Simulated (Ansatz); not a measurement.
One change: `CC(C)[O][In]([Cl])[Cl]` becomes `C[O][In]([Cl])[Cl]`.

Ansatz, PBE0-D4/def2-TZVP geometries, multiplicity 1. Each molecule was computed in one conformer, which needn't be the lowest.

Elements past krypton have def2 core potentials.

| property | `CC(C)[O][In]([Cl])[Cl]` |
| --- | --- |
| HOMO–LUMO gap (PBE/def2-TZVPP) / eV | 3.49 |
| HOMO–LUMO gap (ωB97M-V/def2-TZVPP) / eV | 10.18 |
| size of the dipole moment (PBE/def2-TZVPP) / D | 2.55 |
| HOMO–LUMO gap (PBE0/def2-TZVPP) / eV | 5.86 |
| HOMO energy (PBE0/def2-TZVPP) / eV | -8.22 |
| LUMO energy (PBE0/def2-TZVPP) / eV | -2.37 |

What does the change do to each property? (Estimate.)

Computed: 
```csv
property,`C[O][In]([Cl])[Cl]`,shift
HOMO–LUMO gap (PBE/def2-TZVPP) / eV,3.32,-0.17
HOMO–LUMO gap (ωB97M-V/def2-TZVPP) / eV,10.05,-0.13
size of the dipole moment (PBE/def2-TZVPP) / D,1.51,-1.04
HOMO–LUMO gap (PBE0/def2-TZVPP) / eV,5.71,-0.15
HOMO energy (PBE0/def2-TZVPP) / eV,-8.22,0.00
LUMO energy (PBE0/def2-TZVPP) / eV,-2.52,-0.15
```

Dipoles are sizes alone; their direction can turn.
